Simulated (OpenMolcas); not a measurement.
## Te⁴⁺: effect of the active space

```json
{
  "Program": "OpenMolcas",
  "Method": "CASSCF or its RAS form",
  "Basis": "ANO-R2",
  "Scalar Hamiltonian": "X2C, finite nucleus",
  "Spin-orbit coupling": "state interaction with AMFI integrals over the reference wave functions, term energies averaged over their components"
}
```

A. 2 electrons in 4 orbitals (5s 5p); 2S+1 = 3 even, 3 roots; 2S+1 = 1 even, 7 roots; 2S+1 = 3 odd, 3 roots; 2S+1 = 1 odd, 3 roots; cost of the order of 25 core-seconds
B. 2 electrons in 8 orbitals (5s 5p 6s 6p); 2S+1 = 3 even, 3 roots; 2S+1 = 1 even, 7 roots; 2S+1 = 3 odd, 3 roots; 2S+1 = 1 odd, 3 roots; cost about 22 core-seconds
C. 2 electrons in 9 orbitals (RAS2 5s 5p; RAS3 5d, at most 2 electrons); 2S+1 = 3 even, 3 roots; 2S+1 = 1 even, 7 roots; 2S+1 = 3 odd, 3 roots; 2S+1 = 1 odd, 3 roots; cost roughly 20 core-seconds

Energies in cm-1 above 5s2 1S0, the measured ground level; measured values from Moore, Atomic Energy Levels, vol. III, NSRDS-NBS 35 (1971 reprint of NBS Circular 467, 1958).

```json
{"Level": "5s2 1S0", "A": "0.0", "B": "0.0", "C": "0.0", "Measured": "0.0"}
{"Level": "5s 5p 3P* 0", "A": "70339", "B": "70997", "C": "69575", "Measured": ""}
{"Level": "5s 5p 3P* 1", "A": "73123", "B": "73777", "C": "72293", "Measured": ""}
{"Level": "5s 5p 3P* 2", "A": "79810", "B": "80469", "C": "79017", "Measured": ""}
{"Level": "5s 5p 1P* 1", "A": "119336", "B": "119766", "C": "113022", "Measured": "111707"}
{"Level": "5p2 3P0", "A": "173845", "B": "174526", "C": "172715", "Measured": "176248"}
{"Level": "5p2 3P1", "A": "178523", "B": "179156", "C": "177551", "Measured": "182419"}
{"Level": "5p2 1D2", "A": "195218", "B": "195783", "C": "175238", "Measured": "182797"}
```

Deviations, from unrounded energies. A percentage is the sum of absolute deviations over the sum of measured energies, with the sign that they share, or ± where signs differ.

```csv
Against measurement,Levels,A,B,C
mean absolute deviation (cm-1),4,6600,6500,4300
other configurations (%),4,±4.0,±4.0,±2.6
```

C lies closest to measurement on these levels and A furthest from it. The largest miss of C in the table is 5p2 1D2, by -7600 cm-1. The ranking rests on the paired levels alone, and a cruder setting can come out closer through cancelling errors.

Among A to C the level of the table that moves most is 5p2 1D2, by 21000 cm-1 (lowest in C, highest in B).

The ¹D term of p² mixes with s d, which this space lacks (holds for A; B). Active for correlation alone: 6p 6s; no level in the range computed is led by a configuration that fills them, so any true level of that kind is missing (holds for B). Active for correlation alone: 5d; no level in the range computed is led by a configuration that fills it, so any true level of that kind is missing (holds for C). Some terms mix strongly with configurations of 5d, whose occupation reaches 0.23 (5p2 1D) (holds for C). Computed and measured levels are paired by configuration, term and J; levels that our copy of the source lacks, or whose pairing is in doubt (as where it misses far off the trend of its configuration), stay unpaired and out of the deviations. Levels of configurations outside the active space are missing. Levels that lie high or do not pair safely by name in every column are left out.

* marks odd parity.
